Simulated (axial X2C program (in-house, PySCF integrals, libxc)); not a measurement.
## Photoelectron levels of AuF by EOM-IP-CCSD

Computed with an axial X2C code built on PySCF integrals: two-component X2C with atomic mean-field Coulomb and Gaunt terms, Gaussian nuclei, basis Au dyall-cv3z, F dyall-av3z with contracted cores.

R = 1.925 Å (near the PBE0 minimum at charge 0 of the determinant lowest at the starting distance; the state shown can have its own minimum elsewhere).

Vertical ionisation energies of AuF to the states of AuF⁺:

| Ω of AuF⁺ | vertical IE (eV) | above lowest (cm⁻¹) | ionised spinor | one-hole weight |
| --- | --- | --- | --- | --- |
| 1/2 | 10.990 | 0 | 35% Au dσ, 23% F pσ, 15% Au sσ | 0.95 |
| 3/2 | 11.222 | 1871 | 50% F pπ, 41% Au dπ | 0.94 |
| 1/2 | 11.734 | 5994 | 51% F pπ, 19% Au dπ, 13% F pσ | 0.93 |
| 5/2 | 12.510 | 12259 | 100% Au dδ | 0.96 |

(1) What is the splitting of the first π pair in the table, and is it regular or inverted?

This point took 24 s on 1 thread of Arm Neoverse N1 (shared host).

Reference electrons by ω block (each with its −ω partner): 1/2: 25, 3/2: 13, 5/2: 5, 7/2: 1. 18 electrons of AuF correlated (inner shells frozen), 84 natural virtual spinors (a truncated set); levels can be off by some tenths of an eV. Roots sought by Ω: (1/2: 4, 3/2: 3, 5/2: 1); the list ends where they run out and leaves out roots under 60 % one-particle weight. The solver can skip a root, and states that need a further excitation, which the method places far too high, are missing though they may lie low or lowest. T1 of the reference 0.022 (Lee–Taylor). Number of frozen shells: Au 5 s, 4 p, 2 d, 1 f; F 1 s.

Results:

(1) E(3/2) − E(1/2) = 1871 − 5994 = -4123 cm⁻¹ at EOM-IP-CCSD: inverted, Ω = 3/2 lower. Splittings at this level can be off by ten to twenty per cent.
